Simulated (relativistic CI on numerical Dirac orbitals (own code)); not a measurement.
# Hyperfine structure of Cu XIX, mass number 63

Method of calculation: Dirac-Coulomb-Breit CI, orbitals from a KLI potential per configuration, model QED (radiative potential, 1s self-energy scaled to tabulated hydrogen-like ionisation energies), unscaled Slater integrals (own radial code, finite nucleus).

Configurations in the expansion (outside the closed core [Ne]): 3s, 3p, 3d, 4s, 4p, 4d, 4f, 5s, 5p, 5d, 5f, 5g, 6s, 6p, 6d. Levels of other configurations are missing.

Nuclear spin I = 3/2, μ = 2.2259 μN, Q = -0.22 b (tables of Stone and Pyykkö). The electronic factors are computed for point nuclear moments, without core polarisation or the Bohr-Weisskopf and QED corrections.

```tsv
Level	E (cm⁻¹)	A (GHz)	B (GHz)
3s ²S1/2	0	213.8	
3p ²P°1/2	330214	63.03	
3p ²P°3/2	366495	11.73	-3.25
3d ²D3/2	813142	5.219	-0.482
3d ²D5/2	818747	2.217	-0.676
4s ²S1/2	2532440	84.7	
4p ²P°1/2	2664853	25.52	
4p ²P°3/2	2679114	4.761	-1.32
```

Levels with J = 0, under 50 % of one LS term, or S terms without an open s electron are left out. Small factors come from cancelling terms and can be off by tens of per cent or more.

At this charge energies of transitions that change n are usually good to better than 1 %, and those within a shell (Δn = 0) to a few per cent.

Task: Give the hyperfine levels of 3s ²S1/2 relative to its centre of gravity.

Result: With K = F(F + 1) − I(I + 1) − J(J + 1), E = AK/2: F = 1: -267.3, F = 2: 160.4 GHz.
